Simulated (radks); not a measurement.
The phosphorus ion P4+, 11 electrons, occupied as [He] 2s2 2p5 3s1 3d1 (not the ground configuration).

Calculated with a radial shooting solver on a logarithmic mesh with Libxc functionals: non-relativistic Kohn-Sham, r2SCAN, spin-polarised, spherical densities, point nucleus; open shells are filled with parallel spins first; meta-GGA in the generalised Kohn-Sham scheme.

Energy parts (hartree):
| part | energy |
|---|---|
| total | -331.33593 |
| kinetic | 330.98623 |
| electron-nucleus | -758.98060 |
| Hartree | 117.27913 |
| exchange-correlation | -20.62070 |

Orbitals (lengths in bohr, moments of r in powers of bohr; <r^-3> diverges for s and p1/2; r(max) is where P^2 peaks):
| orbital | occ. | eigenvalue (hartree) | r(max) | <r^2> | <r^-3> |
|---|---|---|---|---|---|
| 1s up | 1 | -80.38712 | 0.06805 | 0.01453 | - |
| 1s down | 1 | -80.28625 | 0.06803 | 0.01449 | - |
| 2s up | 1 | -9.51109 | 0.4123 | 0.3009 | - |
| 2s down | 1 | -9.32809 | 0.4139 | 0.3033 | - |
| 2p up | 3 | -7.73381 | 0.3452 | 0.2646 | 68.38 |
| 2p down | 2 | -7.51688 | 0.3473 | 0.2673 | 67.66 |
| 3s up | 1 | -2.44350 | 1.362 | 2.603 | - |
| 3p up | 0 | -2.01186 | 1.427 | 2.943 | 8.727 |
| 3d up | 1 | -1.40778 | 1.453 | 3.484 | 0.7212 |
| 4s up | 0 | -0.98208 | 3.142 | 11.85 | - |

The highest occupied level is 3d up at -38.308 eV. The configuration is held as typed, so some empty levels lie below it. Summed over all electrons, <r^2> = 8.048 bohr^2, which gives a Langevin (diamagnetic) susceptibility term of -6.37 x 10^-6 cm^3/mol. Spin moment in Bohr magnetons: 3. The spin density at the nucleus is 11.25 e/bohr^3 (1s -1.28, 2s 1.38, 3s 11.15), a Fermi contact field of 590 T. Virial ratio -V/T = 2.00106. The density falls to 0.001 e/bohr^3 at r = 3.07 bohr.

Run on one thread of a shared host, so times are rough (Intel(R) Xeon(R) Platinum 8259CL CPU @ 2.50GHz): 0.2 s of CPU time, 0.2 s wall, 10 iterations on 2476 mesh points.
